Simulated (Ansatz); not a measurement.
Input and output for (ClGaNH)4 cubane (Ga4N4Cl4H4).

```yaml
crystal:
  periodic: [false, false, false]
  atoms:
    - {symbol: Ga, position_ang: [-1.153018, 1.252211, -0.388423]}
    - {symbol: Cl, position_ang: [-2.577010, 2.798669, -0.868550]}
    - {symbol: N, position_ang: [0.789124, 1.513787, -0.020349]}
    - {symbol: Ga, position_ang: [1.265388, -0.019426, -1.202864]}
    - {symbol: Cl, position_ang: [2.828425, -0.043613, -2.688170]}
    - {symbol: N, position_ang: [-0.679169, -0.308430, -1.535671]}
    - {symbol: Ga, position_ang: [-0.807016, -1.548140, 0.020813]}
    - {symbol: Cl, position_ang: [-1.803891, -3.460049, 0.046507]}
    - {symbol: N, position_ang: [-1.237347, 0.019016, 1.176086]}
    - {symbol: Ga, position_ang: [0.694708, 0.315319, 1.570489]}
    - {symbol: Cl, position_ang: [1.552135, 0.705201, 3.510238]}
    - {symbol: N, position_ang: [1.127475, -1.224441, 0.379980]}
    - {symbol: H, position_ang: [1.263304, 2.423370, -0.032570]}
    - {symbol: H, position_ang: [-1.087320, -0.493670, -2.458404]}
    - {symbol: H, position_ang: [-1.980788, 0.030353, 1.882842]}
    - {symbol: H, position_ang: [1.805009, -1.960160, 0.608026]}
basis:
  gaussian: {orbitals: def2-mTZVPP}
hamiltonian: {xc: {name: BHLYP}, dispersion: d4}
scf: {omitted_lower_state_checks: [starts]}
output: {forces: true}
```

```sh
$ ansatz run in.yaml --threads 2 --pin off --events-out ev --progress --plain --max-ram 32768MiB --backend cuda --devices 0, --max-vram 18GiB
```

It prints (some lines left out):

```
Functional definition: BHLYP
3336 factors; integrals over basis functions are off by at most 1.0e-3 eV
mean field evaluation 1: about -265620.5779 eV, gradient 1.0e2 eV
mean field evaluation 2: about -265608.7431 eV, gradient 1.2e2 eV
mean field evaluation 4: about -265638.1029 eV, gradient 5.2e0 eV
mean field evaluation 8: about -265638.1577 eV, gradient 3.9e-2 eV
mean field -265638.15770430 eV, -9762.0222396227 hartree, gradient 7.3e-5 eV, S^2 0.000000; 0 other end points of the search recorded, 0 dependent functions left out
reference -265638.15798448 eV, -9762.0222499190 hartree; 112, 112 occupied and 256, 256 virtual orbitals, 3336 factors
Total energy: -265639.84165834 eV, -9762.0841237923 hartree
Atom 0 at    -1.153018     1.252211    -0.388423 Å, force     0.233434    -0.253762     0.077804 eV/Å
Atom 1 at    -2.577010     2.798669    -0.868550 Å, force     0.211135    -0.229294     0.071298 eV/Å
Atom 2 at     0.789124     1.513787    -0.020349 Å, force     0.212195     0.406298    -0.005479 eV/Å
Atom 3 at     1.265388    -0.019426    -1.202864 Å, force    -0.255905     0.003467     0.244546 eV/Å
Atom 4 at     2.828425    -0.043613    -2.688170 Å, force    -0.231822     0.003629     0.220192 eV/Å
Atom 5 at    -0.679169    -0.308430    -1.535671 Å, force    -0.182716    -0.082222    -0.412165 eV/Å
Atom 6 at    -0.807016    -1.548140     0.020813 Å, force     0.163533     0.313382    -0.004243 eV/Å
Atom 7 at    -1.803891    -3.460049     0.046507 Å, force     0.147930     0.283462    -0.003803 eV/Å
Atom 8 at    -1.237347     0.019016     1.176086 Å, force    -0.331978     0.004751     0.316438 eV/Å
Atom 9 at     0.694708     0.315319     1.570489 Å, force    -0.141403    -0.063171    -0.317657 eV/Å
Atom 10 at     1.552135     0.705201     3.510238 Å, force    -0.126952    -0.057951    -0.287693 eV/Å
Atom 11 at     1.127475    -1.224441     0.379980 Å, force     0.302947    -0.328731     0.100288 eV/Å
Atom 12 at     1.263304     2.423370    -0.032570 Å, force    -0.491382    -0.942478     0.012672 eV/Å
Atom 13 at    -1.087320    -0.493670    -2.458404 Å, force     0.422917     0.191848     0.956154 eV/Å
Atom 14 at    -1.980788     0.030353     1.882842 Å, force     0.770292    -0.011575    -0.732388 eV/Å
Atom 15 at     1.805009    -1.960160     0.608026 Å, force    -0.702225     0.762347    -0.235965 eV/Å
Dipole moment:     0.000143    -0.000061    -0.000062 e Å
Checks for a lower state left out: starts
```

Hardware: 2 threads of AMD EPYC 7R13 on a shared host and a share (18 GiB) of an NVIDIA H100 80GB HBM3. Wall time 8 s, peak host memory 1.4 GiB.
